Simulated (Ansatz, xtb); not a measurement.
Relative energy of two isomers of C5H4F2OS

Structure a: `FC(F)Oc1ccsc1`, a singlet. Structure b: `FCOc1cc(F)cs1`, a singlet. Both are isolated molecules in the gas phase, relaxed with B3LYP-D3(BJ)/def2-SVP; each stands in its lowest conformer found.

Which of the two would you expect CCSD(T)/def2-SVP + ΔMP2/def2-TZVPP electronic energies to favour?

Structure a; the calculation gives E(b) − E(a) = +16.2 kcal/mol.

Level by level:

```
                             level               geometry  E(b) − E(a) (kcal/mol)  departure from the last row (kcal/mol)  job, with rough time for the two
                          GFN2-xTB               GFN2-xTB                      +5.3                                   −10.9              optimisation, 0.17 s
                         HF/STO-3G               GFN2-xTB                      +3.8                                   −12.4              single point, 0.52 s
                r2SCAN-D4/def2-SVP               GFN2-xTB                     +15.8                                    −0.4               single point, 4.8 s
             B3LYP-D3(BJ)/def2-SVP  B3LYP-D3(BJ)/def2-SVP                     +14.7                                    −1.4                optimisation, 61 s
                       HF/def2-SVP  B3LYP-D3(BJ)/def2-SVP                     +17.4                                    +1.2           part of the CCSD(T) run
                      MP2/def2-SVP  B3LYP-D3(BJ)/def2-SVP                     +17.9                                    +1.7           part of the CCSD(T) run
                  CCSD(T)/def2-SVP  B3LYP-D3(BJ)/def2-SVP                     +16.9                                    +0.8                      single point
CCSD(T)/def2-SVP + ΔMP2/def2-TZVPP  B3LYP-D3(BJ)/def2-SVP                     +16.2                                                     single point, 2.3 min
```

As drawn, both hold the same kinds of bond in the same numbers.

None of the levels shown reverses the order. The largest departure from CCSD(T)/def2-SVP + ΔMP2/def2-TZVPP is that of HF/STO-3G, 12.4 kcal/mol. The last row adds to CCSD(T) the change of the MP2 difference between the two basis sets, here −0.8 kcal/mol.

With thermal terms from frequencies at re-optimised GFN2-xTB minima (ideal gas, soft modes damped towards free rotors, one conformer each, 298.15 K, 1 atm): on the last row, ΔE + ΔZPE = +16.1, ΔH = +16.2, ΔG = +16.1 kcal/mol.

The correlated steps freeze 13 core orbitals. Programs: Ansatz 0.2.0, xtb 6.7.1; the last row on 4 threads of Arm Neoverse V1 on a shared host.
